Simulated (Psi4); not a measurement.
HCl3GeS (SMILES [SH][Ge]([Cl])([Cl])[Cl]), singlet, geometry from GFN2-xTB; B3LYP/def2-TZVP in Psi4.

Input for Psi4:
```
memory 2 GB

molecule mol {
0 1
S     2.026924   -0.548311   -0.789012
Ge   -0.014082   -0.008504   -0.014616
Cl   -0.220318    2.116013    0.139657
Cl   -1.502209   -0.762868   -1.323622
Cl   -0.314449   -0.824093    1.941017
H     2.648416    0.051236    0.222021
}

set {
  basis def2-tzvp
  reference rks
}

energy('b3lyp')
print_variables()
```

Task: Predict the main parts of the log of this Psi4 run.

Result: 
```
   => Loading Basis Set <=

    Name: DEF2-TZVP
    Role: ORBITAL
    Keyword: BASIS

         ---------------------------------------------------------
                                   SCF
               by Justin Turney, Rob Parrish, Andy Simmonett
                          and Daniel G. A. Smith
                              RKS Reference
         ---------------------------------------------------------

  ==> Geometry <==

    Molecular point group: c1
    Full point group: C1

    Geometry (in Angstrom), charge = 0, multiplicity = 1:

       Center              X                  Y                   Z               Mass
    ------------   -----------------  -----------------  -----------------  -----------------
         S            2.049574616065    -0.550165108633    -0.790854324673    31.972071174400
         GE           0.008568616065    -0.010358108633    -0.016458324673    73.921177761000
         CL          -0.197667383935     2.114158891367     0.137814675327    34.968852682000
         CL          -1.479558383935    -0.764722108633    -1.325464324673    34.968852682000
         CL          -0.291798383935    -0.825947108633     1.939174675327    34.968852682000
         H            2.671066616065     0.049381891367     0.220178675327     1.007825032230

  Running in c1 symmetry.

  Rotational constants: A =      0.03996  B =      0.03897  C =      0.03846 [cm^-1]
  Rotational constants: A =   1197.99336  B =   1168.43764  C =   1152.98764 [MHz]
  Nuclear repulsion =  797.478812093004308

  Charge       = 0
  Multiplicity = 1
  Electrons    = 100
  Nalpha       = 50
  Nbeta        = 50

  ==> Algorithm <==

  SCF Algorithm Type is DF.
  DIIS enabled.
  MOM disabled.
  Fractional occupation disabled.
  Guess Type is SAD.
  Energy threshold   = 1.00e-06
  Density threshold  = 1.00e-06
  Integral threshold = 1.00e-12

  ==> Primary Basis <==

  Basis Set: DEF2-TZVP
    Blend: DEF2-TZVP
    Number of shells: 72
    Number of basis functions: 202
    Number of Cartesian functions: 229
    Spherical Harmonics?: true
    Max angular momentum: 3

  ==> DFT Potential <==

   => LibXC <=

    Version 7.1.2
    S. Lehtola, C. Steigemann, M. J. T. Oliveira, and M. A. L. Marques,  SoftwareX 7, 1–5 (2018) (10.1016/j.softx.2017.11.002)

   => Composite Functional: B3LYP <=

    B3LYP Hyb-GGA Exchange-Correlation Functional

    P. J. Stephens, F. J. Devlin, C. F. Chabalowski, and M. J. Frisch,  J. Phys. Chem. 98, 11623 (1994) (10.1021/j100096a001)

    Deriv               =              1
    GGA                 =           TRUE
    Meta                =          FALSE

    Exchange Hybrid     =           TRUE
    MP2 Hybrid          =          FALSE

   => Exchange Functionals <=

    0.0800   Slater exchange
    0.7200         Becke 88

   => Exact (HF) Exchange <=

    0.2000               HF

   => Correlation Functionals <=

    0.1900   Vosko, Wilk & Nusair (VWN5_RPA)
    0.8100   Lee, Yang & Parr

   => LibXC Density Thresholds  <==

    XC_HYB_GGA_XC_B3LYP:  1.00E-15

   => Molecular Quadrature <=

    Radial Scheme          =       TREUTLER
    Pruning Scheme         =           NONE
    Nuclear Scheme         =       TREUTLER

    Blocking Scheme        =         OCTREE
    BS radius alpha        =              1
    Pruning alpha          =              1
    Radial Points          =             75
    Spherical Points       =            302
    Total Points           =         125993
    Total Blocks           =           1022
    Max Points             =            255
    Max Functions          =            177
    Weights Tolerance      =       1.00E-15

   => Loading Basis Set <=

    Name: (DEF2-TZVP AUX)
    Role: JKFIT
    Keyword: DF_BASIS_SCF

  ==> Integral Setup <==

  SCF_SUBTYPE=INCORE selected. In-core MEM_DF algorithm will be used.
  Using in-core AOs.

  ==> MemDFJK: Density-Fitted J/K Matrices <==

    J tasked:                   Yes
    K tasked:                   Yes
    wK tasked:                   No
    Algorithm:                 Core
    Schwarz Cutoff:           1E-12
    Mask sparsity (%):       7.3620
    Fitting Condition:        1E-10

   => Auxiliary Basis Set <=

  Basis Set: (DEF2-TZVP AUX)
    Blend: DEF2-UNIVERSAL-JKFIT
    Number of shells: 218
    Number of basis functions: 796
    Number of Cartesian functions: 1011
    Spherical Harmonics?: true
    Max angular momentum: 5

  Minimum eigenvalue in the overlap matrix is 3.7732792246E-03.
  Reciprocal condition number of the overlap matrix is 8.1378776051E-04.
    Using symmetric orthogonalization.

  ==> Pre-Iterations <==

  SCF Guess: Superposition of Atomic Densities via on-the-fly atomic UHF (no occupation information).

   -------------------------
    Irrep   Nso     Nmo
   -------------------------
     A        202     202
   -------------------------
    Total     202     202
   -------------------------

  ==> Iterations <==

                           Total Energy        Delta E     RMS |[F,P]|

   @DF-RKS iter SAD: -3853.47589872568005   -3.85348e+03   0.00000e+00
   @DF-RKS iter   1: -3855.18399065692483   -1.70809e+00   1.53343e-02 ADIIS/DIIS
   @DF-RKS iter   2: -3851.08653672940682    4.09745e+00   3.17008e-02 ADIIS/DIIS
   @DF-RKS iter   3: -3856.68837416016140   -5.60184e+00   2.19500e-03 ADIIS/DIIS
   @DF-RKS iter   4: -3856.70941351418423   -2.10394e-02   5.81975e-04 ADIIS/DIIS
   @DF-RKS iter   5: -3856.71475274105978   -5.33923e-03   1.48713e-04 ADIIS/DIIS
   @DF-RKS iter   6: -3856.71521001427982   -4.57273e-04   4.96841e-05 DIIS
   @DF-RKS iter   7: -3856.71526074908297   -5.07348e-05   7.20566e-06 DIIS
   @DF-RKS iter   8: -3856.71526172004769   -9.70965e-07   2.99203e-06 DIIS
   @DF-RKS iter   9: -3856.71526190345867   -1.83411e-07   4.69221e-07 DIIS
  Energy and wave function converged.

  ==> Post-Iterations <==

   Electrons on quadrature grid:
      Ntotal   =   99.9999628722 ; deviation = -3.713e-05

    Orbital Energies [Eh]
    ---------------------

    Doubly Occupied:

[...]
    Virtual:

[...]
    Final Occupation by Irrep:
              A
    DOCC [    50 ]
    NA   [    50 ]
    NB   [    50 ]

  @DF-RKS Final Energy: -3856.71526190345867

   => Energetics <=

    Nuclear Repulsion Energy =            797.4788120930043078
    One-Electron Energy =               -6942.1129611037204086
    Two-Electron Energy =                2440.9188310987833574
    DFT Exchange-Correlation Energy =    -152.9999439915259529
    Empirical Dispersion Energy =           0.0000000000000000
    VV10 Nonlocal Energy =                  0.0000000000000000
    Total Energy =                      -3856.7152619034586678

Computation Completed

Properties will be evaluated at   0.000000,   0.000000,   0.000000 [a0]

Properties computed using the SCF density matrix

 Multipole Moments:

 ------------------------------------------------------------------------------------
     Multipole            Electronic (a.u.)      Nuclear  (a.u.)        Total (a.u.)
 ------------------------------------------------------------------------------------

 L = 1.  Multiply by 2.5417464519 to convert [e a0] to [Debye]
 Dipole X            :         -3.8235776            4.2803159            0.4567383
 Dipole Y            :          0.3588403           -0.3503455            0.0084947
 Dipole Z            :          0.3858791           -0.3481470            0.0377321
 Magnitude           :                                                    0.4583729

 ------------------------------------------------------------------------------------

  Variable Map:
  ----------------------------------------------------------------------------
[...]
  Array Variable Map:
  ----------------------------------------------------------------------------
[...]
[...]
```
